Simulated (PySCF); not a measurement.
The Pb–I bond energy of PbI₄

These are results of PBE0 in PySCF with Pb def2-SVP with ECP60, I def2-SVP with ECP28; scalar-relativistic core potentials, no spin–orbit coupling; density-fitted integrals, not measurements.

Each entry is the lowest minimum that a search over a few typed start shapes (and spin states, where more than one is plausible) found, or that minimum re-optimised at the stated level; isomers with ligand–ligand bonds, or fragments after loss of a ligand pair, can lie lower.

Total energies (Eh), which compare only within these settings: I atom -297.68438.

```json
{"species": "PbI₃", "2S+1": "2", "group": "C3v", "E (Eh)": "-1086.13511", "ZPE (kJ/mol)": "3.3"}
{"species": "PbI₄", "2S+1": "1", "group": "Td", "E (Eh)": "-1383.87780", "ZPE (kJ/mol)": "5.3"}
```

**Question.** What are De and D0 for PbI₄ → PbI₃ + I?

**Answer.** De = [(-1086.13511) + (-297.68438) − (-1383.87780)] × 2625.5 = 153 kJ/mol. The zero-point energy changes by -2.0 kJ/mol, so D0 = 151 kJ/mol.

Atoms and open shells are unrestricted, without spin–orbit or basis-set superposition corrections.

Spin–orbit coupling can matter for elements this heavy.
